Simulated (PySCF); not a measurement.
Compound: C5H14SSi.
Z-matrix (Å and degrees, PBE0-D3(BJ)/def2-SVP geometry), rows numbered from 1:
```
C 
C   1  1.5205
C   2  1.5245  1  112.99
C   3  1.5267  2  114.99  1   176.87
C   4  1.5197  3  113.73  2    65.96
S   5  1.8312  4  114.50  3  -178.18
Si  6  2.1401  5  100.93  4   -69.90
H   1  1.1019  2  111.24  3   -58.87
H   1  1.1021  2  111.26  3    60.67
H   1  1.1005  2  111.69  3  -179.10
H   2  1.1045  1  109.73  3   121.86
H   2  1.1034  1  109.16  3  -122.70
H   3  1.1037  2  108.71  1    55.20
H   3  1.1055  2  109.33  1   -59.57
H   4  1.1035  3  110.15  2   -56.54
H   4  1.1032  3  108.92  2  -172.19
H   5  1.1026  4  111.17  3    57.90
H   5  1.1000  4  111.17  3   -60.96
H   7  1.4955  6  114.04  5    76.23
H   7  1.4910  6  105.96  5  -164.30
H   7  1.4966  6  109.56  5   -45.05
```

Linear response at B3LYP/def2-SVPD (PySCF, frozen core in the response, non-relativistic). The structure is a single PBE0-D3(BJ)/def2-SVP conformer in the gas phase; no vibrational or solvent corrections.

Static isotropic polarisability: 114.19 au (16.92 Å³), principal values 94.9, 105.4, 142.3 au.

What is the polarisability at 1064 nm and at the sodium D line?

115.23 au at 1064 nm (+0.9 %), 117.69 au at 589.3 nm (+3.1 %). The rise at 589.3 nm is 3.36 times that at 1064 nm; a pure ω² law gives 3.26. The lowest singlet lies at 229 nm, shorter than both wavelengths.

What is the isotropic C6 coefficient between two such molecules, C6 = (3/π)∫α(iω)² dω?

4969 au (Eh·bohr⁶) by a ten-point quadrature over imaginary frequencies, which is 2970 eV·Å⁶ or 287 J·nm⁶/mol.

Which effective excitation energy ω̄ makes London's formula C6 = (3/4)α²ω̄ exact here?

ω̄ = 4·C6/(3α²) = 0.508 Eh = 13.8 eV. A one-pole form α(ω) = α/(1 − ω²/ω̄²) fitted to the 1064 nm value gives 12.3 eV. London's choice of the ionisation energy (8.85 eV, ΔSCF at the same level) gives C6 = 3180 au, 36 % too low.

How anisotropic is the static polarisability, by Δα² = ½[(α1 − α2)² + (α2 − α3)² + (α3 − α1)²]?

Δα = 43.1 au, or 0.38 of the isotropic value.

What three-body coefficient follows from the one-pole estimate C9 = (3/4)·α·C6?

426000 au. This is an estimate from the two numbers above, not a computed integral.

What n − 1 at the D line would an ideal gas of it have at 273.15 K and 1 atm (2.6868 × 10¹⁹ cm⁻³), by n − 1 = 2π·N·α′?

29.44 × 10⁻⁴, a formal value whether or not that pressure can be reached.

How many electrons N does the Slater–Kirkwood formula C6 = (3/4)·√N·α^(3/2) need to give this C6?

N = (4·C6/3)²/α³ = 29.5; the species has 74 electrons in all.

The lowest 10 singlets have (eV, f): 5.42, 0.008; 5.80, 0.009; 6.16, 0.002; 6.64, 0.003; 6.70, 0.004; 6.75, 0.015; 6.85, 0.015; 7.06, 0.021; 7.28, 0.018; 7.45, 0.063. What share of the static polarisability do they carry in the sum over states α = Σ f/ω²?

2.48 au, 2.2 % of α; the largest term, 0.84 au, is that of the state at 7.45 eV. Their oscillator strengths add up to 0.16. Higher states carry the rest.
